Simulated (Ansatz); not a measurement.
## Swapping H for Br on Sn: the HOMO–LUMO gap

On one Sn centre, n of the H ligands are replaced by Br. The HOMO–LUMO gap y in eV at wB97M-V/def2-TZVPP. Shapes, held fixed at every level: PBE0-D4/def2-TZVP. Programs: Ansatz 0.2.0.

```
molecule  n  y (eV)
    SnH4  0   13.41
  SnH3Br  1   10.96
  SnHBr3  3       ?
   SnBr4  4    9.60
```

**Question.** Fit y = c + s·n to the known rows and predict SnHBr3.

**Answer.** 
1. Means of the 3 rows: n = 1.66667, y = 11.323.
2. Σ(Δn)² = 8.6667, Σ(Δn·Δy) = -7.2567, so the slope is -7.2567/8.6667 = -0.83731.
3. Intercept: 11.323 − (-0.83731) × 1.66667 = 12.719. The largest residual of the fit is 0.92.
4. SnHBr3: 12.719 + (-0.83731) × 3 = 10.21 eV.

The run gave 10.21 eV, so the prediction is off by 0.00 eV: they agree to the digits shown. The steps per swap are uneven (-2.45, -0.38, -0.61), so a line is a poor model. Other levels give for SnHBr3: r2SCAN-D4/def2-TZVPP 4.45; B3LYP-D4/def2-TZVPP 5.51; PBE0-D4/def2-TZVPP 6.08 eV. Orbital gaps aren't excitation energies, and the LUMO depends on the basis. For atoms past krypton def2 sets carry core potentials with scalar relativity. Relativity is left out for Br unless named.
